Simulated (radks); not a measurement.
Values are calculated unless marked as measured or tabulated.
Problem. All-electron atom: Os+ in [Xe] 4f14 5d6 5f1 (not the ground configuration). Level of theory: Dirac Kohn-Sham, PBE, spin-unpolarised, spherical densities, point nucleus; open shells fill j = l - 1/2 first (a radial shooting solver on a logarithmic mesh with Libxc functionals). Some entries of the table are withheld. Estimate them.

orbital,occ.,eigenvalue (eV),<r> (bohr)
1s1/2,2,-73783.27,0.01773
2s1/2,2,-12851.15,0.07424
2p1/2,2,(1),0.06130
2p3/2,4,(2),0.06950
3s1/2,2,-3000.445,0.1933
3p1/2,2,-2755.491,0.1835
3p3/2,4,-2421.522,0.1986
3d3/2,4,-2012.052,0.1734
3d5/2,6,-1939.727,0.1781
4s1/2,2,-643.5228,0.4317
4p1/2,2,-540.7932,0.4357
4p3/2,4,-462.3505,0.4693
4d3/2,4,-294.0146,0.4825
4d5/2,6,-279.4873,0.4938
5s1/2,2,-104.5006,1.008
5p1/2,2,-72.9053,1.101
4f5/2,6,-66.4979,0.5526
4f7/2,8,-63.6932,0.5608
5p3/2,4,-60.7087,1.200
5d3/2,4,(3),1.674
5d5/2,2,(4),1.732
5f5/2,1,-2.4942,(5)
5f7/2,0,-2.4935,(6)

Solution. 
(1) 2p1/2 eigenvalue (eV): -12302.57
(2) 2p3/2 eigenvalue (eV): -10771.13
(3) 5d3/2 eigenvalue (eV): -19.7741
(4) 5d5/2 eigenvalue (eV): -18.6415
(5) 5f5/2 <r> (bohr): 8.431
(6) 5f7/2 <r> (bohr): 8.435
